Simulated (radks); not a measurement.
Species: Tb4+. Configuration: [Xe] 4f7. Method: non-relativistic Kohn-Sham, PBE, spin-polarised, spherical densities, point nucleus; open shells are filled with parallel spins first (spin-orbit coupling, left out, can overturn this in heavy ions); relativity is left out, which matters for an element this heavy; computed with a radial shooting solver on a logarithmic mesh with Libxc functionals.

Unscreened Slater integrals over Kohn-Sham orbitals (eV). They are taken over the spin-up orbitals.

integral,value
"F0(4f,4f)",33.578
"F2(4f,4f)",16.214
"F4(4f,4f)",10.224
"F6(4f,4f)",7.3702
"F0(4f,5p)",20.215
"F2(4f,5p)",6.6714
"G2(4f,5p)",2.9880
"G4(4f,5p)",2.4190
"F0(4f,5s)",21.747
"G3(4f,5s)",3.2751
"F0(4f,4d)",36.214
"F2(4f,4d)",17.610
"F4(4f,4d)",11.296
"G1(4f,4d)",20.611
"G3(4f,4d)",13.059
"G5(4f,4d)",9.2657
"F0(5p,5p)",16.664
"F2(5p,5p)",9.0554
"F0(5p,5s)",17.391
"G1(5p,5s)",12.016
"F0(5p,4d)",20.801
"F2(5p,4d)",5.8470
"G1(5p,4d)",1.5816
"G3(5p,4d)",1.5658
"F0(5s,5s)",18.249
"F0(5s,4d)",22.467
"G2(5s,4d)",2.0480
"F0(4d,4d)",39.650
"F2(4d,4d)",20.213
"F4(4d,4d)",13.545

Derived for the open shells (J is the average intra-shell exchange parameter used in DFT+U). 4f: F4/F2 = 0.631, F6/F2 = 0.455, J = (286 F2 + 195 F4 + 250 F6)/6435 = 1.317 eV.
